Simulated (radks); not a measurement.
Valence configurations of Xe III (all share [Kr]). All-electron calculation, scalar-relativistic Kohn-Sham, BLYP, spin-polarised, spherical densities, finite nucleus; open shells are filled with parallel spins first (spin-orbit coupling, left out, can overturn this in heavy ions); Fermi nuclear charge, rms radius 4.7859 fm. Program: a radial shooting solver on a logarithmic mesh with Libxc functionals. Energies are relative to 4d10 5s2 5p4; eigenvalues in eV for spin up.

| valence | E (eV) | moment (Bohr magnetons) | e(4d) | e(5p) | e(5s) |
|---|---|---|---|---|---|
| 4d10 5s2 5p4 | 0.000 | 2 | -80.451 | -27.074 | -39.760 |
| 4d10 5s1 5p5 | 12.747 | 2 | -81.809 | -27.685 | -40.574 |
| 4d10 5p6 | 26.402 | 0 | -82.958 | -27.630 | - |
| 4d9.5 5s1.5 5p5 | 34.380 | 2 | -85.010 | -28.124 | -41.284 |
| 4d9.5 5s1 5p5.5 | 40.923 | 2 | -85.669 | -28.419 | -41.676 |
| 4d9 5s2 5p5 | 56.912 | 2 | -88.229 | -28.556 | -41.984 |
| 4d8.5 5s1.5 5p6 | 93.995 | 2 | -92.740 | -29.548 | -43.427 |
| 4d8 5s2 5p6 | 118.60 | 2 | -95.975 | -29.961 | -44.100 |

NIST lists [Kr] 4d10 5s2 5p4 as the ground configuration; this level of theory agrees among the configurations tried. The energies are those of spherical high-spin densities, not of single terms.
